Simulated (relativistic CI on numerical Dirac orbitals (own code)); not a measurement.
# Sensitivity of the levels of Re XXX to α and to the nuclear radius

Calculated at this level of theory: Dirac-Coulomb-Breit CI, orbitals from a KLI potential per configuration, derivatives by finite differences, unscaled Slater integrals, QED left out (own radial code, finite nucleus).

Configuration list (outside the closed core [Ar] 3d10): 4s2 4p6 4d10, 4s2 4p6 4d9 4f, 4s2 4p5 4d10 4f, 4s 4p6 4d10 4f, 4s2 4p6 4d9 5s, 4s2 4p6 4d9 5p. Double excitations out of closed p, d and f shells are left out; levels of such configurations are missing from the list, as are those of other unlisted configurations, and high levels can miss mixing partners.

With x = (α/α₀)² − 1 an excitation energy changes as ω = ω₀ + qx; K = 2q/ω₀ is the relative enhancement. Terms are leading LS components, so labels can repeat. The field-shift factor is F = δν/δ⟨r²⟩ for the transition from the lowest level.

Lowest level 4s2 4p6 4d10 1S_0.

| Level | ω₀ (cm⁻¹) | q (cm⁻¹) | K | F (GHz/fm²) |
| --- | --- | --- | --- | --- |
| 4s2 4p6 4d9 4f 3P°_0 | 1572128 | -1208 | -0.00154 | 21.6 |
| 4s2 4p6 4d9 4f 3P°_1 | 1590503 | 6968 | 0.00876 | 22 |
| 4s2 4p6 4d9 4f 3P°_2 | 1625634 | 16090 | 0.0198 | 22.5 |
| 4s2 4p6 4d9 4f 3H°_5 | 1629944 | -1189 | -0.00146 | 22 |
| 4s2 4p6 4d9 4f 3H°_6 | 1647669 | 28210 | 0.0342 | 23.2 |
| 4s2 4p6 4d9 4f 3F°_3 | 1654918 | 1681 | 0.00203 | 22.1 |
| 4s2 4p6 4d9 4f 1D°_2 | 1660075 | 20500 | 0.0247 | 22.9 |
| 4s2 4p6 4d9 4f 3G°_4 | 1661760 | 1938 | 0.00233 | 22.3 |
| 4s2 4p6 4d9 4f 3F°_4 | 1687130 | 30690 | 0.0364 | 23.3 |
| 4s2 4p6 4d9 4f 3G°_5 | 1701939 | 29730 | 0.0349 | 23.7 |
| 4s2 4p6 4d9 4f 3D°_3 | 1709810 | 30810 | 0.036 | 23.7 |
| 4s2 4p6 4d9 4f 3D°_1 | 1717568 | 71900 | 0.0837 | 24.5 |
| 4s2 4p6 4d9 4f 3H°_4 | 1765914 | 132500 | 0.15 | 26.1 |

At this charge energies of transitions that change n are usually good to better than 1 %, and those within a shell (Δn = 0) to a few per cent.
